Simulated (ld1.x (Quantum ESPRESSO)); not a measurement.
**Reading a pseudo-wave (zinc (Zn))**

Columns: radius, all-electron u(r) and pseudo u(r) of the 4s shell (level -14.13 eV) of zinc in the configuration [Ar] 3d10 4s1 4p0; BLYP, scalar-relativistic, ultrasoft scheme, ld1.x (Quantum ESPRESSO) 7.5.

```csv
r (bohr),all-electron,pseudo
0.120,-0.1631,-0.0389
0.240,-0.0679,-0.0791
0.360,0.1901,-0.1217
0.480,0.3075,-0.1675
0.600,0.2758,-0.2170
0.720,0.1576,-0.2701
0.840,0.0057,-0.3262
0.960,-0.1483,-0.3843
1.080,-0.2883,-0.4428
1.200,-0.4077,-0.5000
1.320,-0.5047,-0.5539
1.440,-0.5800,-0.6023
1.560,-0.6354,-0.6433
1.680,-0.6736,-0.6752
1.800,-0.6968,-0.6969
1.920,-0.7075,-0.7075
2.040,-0.7078,-0.7078
2.160,-0.6998,-0.6998
2.280,-0.6850,-0.6850
2.400,-0.6650,-0.6650
2.520,-0.6411,-0.6411
2.640,-0.6143,-0.6143
2.760,-0.5855,-0.5855
2.880,-0.5555,-0.5555
3.000,-0.5249,-0.5249
3.120,-0.4942,-0.4942
```

How many radial nodes do the two functions have?

The all-electron 4s function has n − l − 1 = 3 (the table is too coarse to show those close to the nucleus); the pseudo-wave has 0, since the states of the same l below it are removed with the core.

At about which radius was the pseudo-wave matched?

1.85 bohr, where the columns begin to agree (steps of 0.12 bohr).

Where does each function peak?

Outermost all-electron maximum near 2.04 bohr, pseudo maximum near 2.04 bohr (to the table’s step).

Is the pseudo-wave norm-conserving?

No, it belongs to an ultrasoft set: the norm inside the radius is not constrained, and the difference is carried by the augmentation charge.
